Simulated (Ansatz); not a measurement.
Geometry optimisation of the cluster VO2⁺.

```yaml
crystal:
  periodic: [false, false, false]
  atoms:
    - {symbol: V, position_ang: [-0.293205, -0.794291, 0.622086]}
    - {symbol: O, position_ang: [-0.389684, 0.243870, -0.759526]}
    - {symbol: O, position_ang: [0.682889, 0.550430, 0.137440]}
basis:
  gaussian: {orbitals: def2-TZVP}
total_charge: 1
magnetization: {spin_polarized: true, initial_magnetization: 2}
hamiltonian: {xc: pbe, dispersion: d4}
scf: {omitted_lower_state_checks: [starts]}
output: {orbitals: {seedname: orbitals}}
relax: {f_tol: 0.02, max_steps: 100}
```

```sh
$ ansatz run in.yaml --threads 4 --pin off --events-out ev --progress --plain --max-ram 3916MiB
```

Shortened log:

```
Functional definition: PBE
mean field -29763.18060238 eV, -1093.7767129290 hartree, gradient 3.0e-8 eV, S^2 2.056105; 0 other end points of the search recorded, 0 dependent functions left out
relax step   1: F+E_penalty+E_count = -29763.21810040 eV  Δ(F+E_penalty+E_count) = +0.000e0 eV  max|allowed force component| = 1.685e0 eV/Å  Δτ_max = 0.0000 Å  (168 SCF iters, accepted)
mean field -29763.23046675 eV, -1093.7785454107 hartree, gradient 9.6e-6 eV, S^2 2.075692; 0 other end points of the search recorded, 0 dependent functions left out
relax step   2: F+E_penalty+E_count = -29763.26785329 eV  Δ(F+E_penalty+E_count) = -4.975e-2 eV  max|allowed force component| = 9.424e-1 eV/Å  Δτ_max = 0.0174 Å  (56 SCF iters, accepted)
mean field -29763.26182020 eV, -1093.7796976290 hartree, gradient 7.0e-6 eV, S^2 2.123130; 0 other end points of the search recorded, 0 dependent functions left out
relax step   3: F+E_penalty+E_count = -29763.29905311 eV  Δ(F+E_penalty+E_count) = -3.120e-2 eV  max|allowed force component| = 2.153e-1 eV/Å  Δτ_max = 0.0255 Å  (56 SCF iters, accepted)
mean field -29763.26312913 eV, -1093.7797457310 hartree, gradient 8.5e-6 eV, S^2 2.130242; 0 other end points of the search recorded, 0 dependent functions left out
relax step   4: F+E_penalty+E_count = -29763.30033502 eV  Δ(F+E_penalty+E_count) = -1.282e-3 eV  max|allowed force component| = 6.116e-2 eV/Å  Δτ_max = 0.0046 Å  (58 SCF iters, accepted)
mean field -29763.26322369 eV, -1093.7797492064 hartree, gradient 6.9e-6 eV, S^2 2.130173; 0 other end points of the search recorded, 0 dependent functions left out
relax step   5: F+E_penalty+E_count = -29763.30043180 eV  Δ(F+E_penalty+E_count) = -9.677e-5 eV  max|allowed force component| = 1.994e-3 eV/Å  Δτ_max = 0.0012 Å  (57 SCF iters, accepted)
mean field -29763.26322369 eV, -1093.7797492064 hartree, gradient 6.9e-6 eV, S^2 2.130173; 0 other end points of the search recorded, 0 dependent functions left out
Total energy: -29763.30047355 eV, -1093.7811181133 hartree
Atom 0 at    -0.306358    -0.829919     0.649988 Å, force    -0.000737    -0.001994     0.001561 eV/Å
Atom 1 at    -0.366227     0.266507    -0.759359 Å, force    -0.000909     0.000631    -0.001848 eV/Å
Atom 2 at     0.672585     0.563421     0.109371 Å, force     0.001646     0.001363     0.000287 eV/Å
Dipole moment:    -0.346261    -0.938020     0.734650 e Å
Checks for a lower state left out: starts
```

Run time 16 s (4 threads of Arm Neoverse V1 on a shared host).

The structure holds one bond between oxygen atoms, so isomers without such links may lie far lower. The charge 1 triplet is spin-contaminated (final ⟨S²⟩ up to 2.13, 2.00 for a pure state). The structure comes from a short search, and lower isomers may exist.
